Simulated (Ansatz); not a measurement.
Calculated with Ansatz (gas phase, PBE0-D4/def2-TZVP geometries, no zero-point term in ΔE). CCSD(T)/CBS is the MP2 limit (def2-TZVPP, def2-QZVPP) plus CCSD(T) − MP2 in def2-TZVPP, frozen cores. This one scheme is used for every species. Functionals use def2-TZVPP. B3LYP here is the variant with VWN-RPA as its local correlation; programs differ in this. One conformer a species, not always the lowest.

Consider the ligand exchange at the Si–O bond: `[OH][Al]([SH])[O][SiH3]` + `O[SiH](F)[SiH3]` → `F[SiH]([SiH3])O[SiH3]` + `[OH][Al]([OH])[SH]`.

```csv
level,ΔE (kJ/mol),difference from CCSD(T)/CBS
revPBE-D4,6.2,-1.7
BLYP-D4,5.8,-2.1
PBE0-D4,8.7,0.8
B3LYP-D4,7.2,-0.7
CAM-B3LYP-D4,8.5,0.6
B2PLYP,10.2,2.3
PBE-QIDH,10.6,2.7
PBE,9.6,1.7
r2SCAN,9.5,1.6
B3LYP,10.9,3.0
CAM-B3LYP,10.7,2.8
HF/def2-SVP,17.9,10.0
CCSD(T)/def2-SVP,13.6,5.7
MP2/def2-TZVPP,9.0,1.1
MP2/def2-QZVPP,7.9,0.0
MP2/CBS(def2),7.3,-0.6
CCSD(T)/CBS,7.9,0
```

Largest T1 diagnostic among the species: 0.013.

Leaving LDA and LC-ωPBE aside and taking each functional with its dispersion term where it has one, the values spread over 4.7 kJ/mol, from BLYP-D4 to PBE-QIDH. At CCSD(T), def2-SVP lies +5.7 kJ/mol from the extrapolated value and def2-TZVPP +1.7 kJ/mol. The D4 term adds −3.7 kJ/mol with B3LYP and −2.1 kJ/mol with PBE0; it sums over pairs of atoms, weighted by their polarisabilities, and B3LYP, whose exchange is more repulsive, gets the larger term.
